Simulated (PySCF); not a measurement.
Gas-phase reaction: SnH3Cl + 2 Cl + SnHCl ⇌ 2 SnH2Cl2

Energies from PySCF, thermal terms from the rigid-rotor harmonic-oscillator model, ideal gas at 1 bar. † marks an energy on the PBE0/def2-TZVP geometry and frequencies; other levels use their own. MP2 freezes the core. Open shells (unrestricted): Cl (multiplicity 2, electronic degeneracy 6); the rest are closed-shell singlets. Spin-orbit splitting is ignored; it lowers the true energy and changes the entropy of Cl. B3LYP is the form with VWN-RPA correlation. Sn: scalar-relativistic def2 core potential, no spin-orbit coupling. SnH3Cl, SnHCl, SnH2Cl2: computed as isolated molecules; such fragments, hydroxides, amides, oligomers or adducts are transient or little studied in the gas. MP2 isn't extrapolated to the basis-set limit; its ΔH°(298 K) is -593.3 kJ in def2-SVP and -627.7 kJ in def2-TZVPP. The harmonic model lacks anharmonicity and excited electronic states, which grow with temperature; levels with a mode under 35 cm⁻¹ are left out. Soft modes under 120 cm⁻¹ make the harmonic entropy rough for SnH2Cl2.

| level | ΔE electronic, kJ | ΔH°(298 K), kJ | ΔS°(298 K), J/K | ΔG°(1600 K), kJ |
|---|---|---|---|---|
| B3LYP/def2-TZVP† | -568 | -561 | -257 | -155 |
| M06-2X/def2-TZVP† | -643 | -636 | -257 | -230 |
| MP2/def2-SVP† | -601 | -593 | -257 | -187 |
| MP2/def2-TZVPP† | -635 | -628 | -257 | -222 |
| PBE/def2-SVP | -611 | -604 | -255 | -201 |
| PBE/def2-TZVP† | -614 | -607 | -257 | -201 |
| PBE0/def2-QZVP† | -618 | -610 | -257 | -204 |
| LDA/def2-TZVP† | -719 | -712 | -257 | -306 |
| ωB97X-V/def2-TZVP† | -630 | -623 | -257 | -217 |
ΔH° is lowest at LDA/def2-TZVP† and highest at B3LYP/def2-TZVP†. No reference value is set beside these.
